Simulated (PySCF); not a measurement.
# Magnetic susceptibility: `CO[C@]12C[C@H](C[C@@H]1F)C2`, C$_{7}$H$_{11}$FO

Molfile (atoms numbered from 1):
```
C7H11FO
     RDKit          3D

 20 21  0  0  0  0  0  0  0  0999 V2000
    2.6152   -0.1213   -0.0247 C   0  0  0  0  0  0  0  0  0  0  0  0
    1.5924    0.5771   -0.7075 O   0  0  0  0  0  0  0  0  0  0  0  0
    0.3056    0.2943   -0.2782 C   0  0  2  0  0  0  0  0  0  0  0  0
   -0.1873    0.5099    1.1744 C   0  0  0  0  0  0  0  0  0  0  0  0
   -1.5534    0.5947    0.4747 C   0  0  2  0  0  0  0  0  0  0  0  0
   -1.7395   -0.8371   -0.0339 C   0  0  0  0  0  0  0  0  0  0  0  0
   -0.3271   -1.0784   -0.5980 C   0  0  2  0  0  0  0  0  0  0  0  0
    0.2977   -2.1157    0.0666 F   0  0  0  0  0  0  0  0  0  0  0  0
   -0.8264    1.2427   -0.7127 C   0  0  0  0  0  0  0  0  0  0  0  0
    2.5546    0.0509    1.0543 H   0  0  0  0  0  0  0  0  0  0  0  0
    3.5531    0.2769   -0.4061 H   0  0  0  0  0  0  0  0  0  0  0  0
    2.5679   -1.1960   -0.2178 H   0  0  0  0  0  0  0  0  0  0  0  0
    0.1465    1.4560    1.5903 H   0  0  0  0  0  0  0  0  0  0  0  0
   -0.0337   -0.3019    1.8816 H   0  0  0  0  0  0  0  0  0  0  0  0
   -2.4077    1.0670    0.9489 H   0  0  0  0  0  0  0  0  0  0  0  0
   -1.9552   -1.5439    0.7666 H   0  0  0  0  0  0  0  0  0  0  0  0
   -2.5124   -0.9157   -0.7964 H   0  0  0  0  0  0  0  0  0  0  0  0
   -0.2893   -1.3358   -1.6600 H   0  0  0  0  0  0  0  0  0  0  0  0
   -1.2439    1.1034   -1.7069 H   0  0  0  0  0  0  0  0  0  0  0  0
   -0.5623    2.2835   -0.5539 H   0  0  0  0  0  0  0  0  0  0  0  0
  1  2  1  0
  3  2  1  1
  3  4  1  0
  4  5  1  0
  5  6  1  0
  6  7  1  0
  7  8  1  0
  5  9  1  0
  7  3  1  0
  9  3  1  0
  1 10  1  0
  1 11  1  0
  1 12  1  0
  4 13  1  0
  4 14  1  0
  5 15  1  1
  6 16  1  0
  6 17  1  0
  7 18  1  6
  9 19  1  0
  9 20  1  0
M  END
```

The calculation used GIAO HF/def2-SVP magnetisability, rotational g tensor and spin-rotation constants, non-relativistic, gas phase (PySCF 2.14.0). Geometry: GFN2-xTB.

Task: How diamagnetic is it, and how anisotropic?

Result: Isotropic -1455 × 10⁻³⁰ J/T², or -87.6 × 10⁻⁶ cm³/mol; principal values -1577, -1452, -1337 × 10⁻³⁰ J/T², anisotropy 208 × 10⁻³⁰ J/T² (root of half the summed squared differences of the principal values). The susceptibility is in cgs units.

Task: Split it along the inertial axes a, b, c into diamagnetic and paramagnetic parts about the centre of mass, with the quadrupole moment.

Result: 
```
axis  χ (10⁻⁶ cm³/mol)  diamagnetic (10⁻⁶ cm³/mol)  paramagnetic (10⁻⁶ cm³/mol)  summed x² of all electrons (Å²)  quadrupole Θ (D Å)
   a             -90.9                      -594.0                        503.1                            154.8               +4.83
   b             -86.5                      -848.6                        762.1                             94.8               -6.37
   c             -85.5                     -1059.2                        973.7                             45.2               +1.53
```
Anisotropies 2χaa − χbb − χcc = -9.8 and 2χbb − χaa − χcc = +3.5 × 10⁻⁶ cm³/mol. Θ is traceless in Buckingham's convention.

Task: And the rotational g tensor?

Result: 
| axis | rotational constant (GHz) | g | nuclear part | electronic part |
| --- | --- | --- | --- | --- |
| a | 2.4750 | -0.0095 | 0.5755 | -0.5850 |
| b | 1.6993 | -0.0048 | 0.6036 | -0.6084 |
| c | 1.2704 | -0.0069 | 0.5742 | -0.5811 |

Asymmetric top; isotopes 12C, 19F, 1H, 16O; no vibrational averaging.
